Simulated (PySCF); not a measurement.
Dissociation curve of BeF, doublet.

Computed with PySCF with CCSD(T) on UHF/cc-pVDZ, 1 core orbital frozen.

### Question
Relative to R = 1.41 Å, what are the energies at R = 1.10, 1.17, 1.37, 2.24 Å?

### Answer
290.5 kJ/mol at 1.10 Å, 150.2 kJ/mol at 1.17 Å, 3.1 kJ/mol at 1.37 Å, 345.7 kJ/mol at 2.24 Å.

The scan ran from 1.04 to 5.46 Å; beyond the distances shown one of the unrestricted levels run for this scan, shown here or not, changes its spin distribution in one step.
